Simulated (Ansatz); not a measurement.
Isomers of C₃H₆BN, relaxed with PBE0-D4/def2-TZVP in Ansatz; electronic energies, one conformer each and not always the lowest. Functionals use def2-TZVPP; CBS adds triple-zeta CCSD(T) − MP2 to the MP2 limit of def2-TZVPP and def2-QZVPP.

**Question.** Order them by energy at frozen-core CCSD(T)/CBS, lowest first. (Best estimate.)
A. `BCN=C=C`
B. `C=C1CBN1`
C. `BC1(C)C=N1`
D. `BNC=C=C`
E. `CB1N=C1C`
F. `CNC1=CB1`
G. `BC1C=CN1`

**Answer.** B (0.0 kcal/mol), E (5.9 kcal/mol), D (17.5 kcal/mol), F (30.0 kcal/mol), A (49.0 kcal/mol), G (50.7 kcal/mol), C (56.4 kcal/mol).

**Question.** How do B3LYP, PBE-D4, HF/CBS(def2), ωB97M-V place them (kcal/mol, against `C=C1CBN1`)? (Best estimate.)

**Answer.** The calculation gave: 
```
      isomer  B3LYP  PBE-D4  HF/CBS(def2)  ωB97M-V
   `BCN=C=C`   42.7    46.8          42.2     48.2
  `BC1C=CN1`   52.3    46.8          59.4     50.5
  `CNC1=CB1`   26.6    27.1          26.2     27.9
   `BNC=C=C`   12.4    16.9          14.3     18.1
  `CB1N=C1C`    4.1     6.5           0.2      4.0
`BC1(C)C=N1`   57.1    57.2          57.5     57.5
```

B3LYP here is the variant with VWN-RPA as its local correlation; programs differ in this.
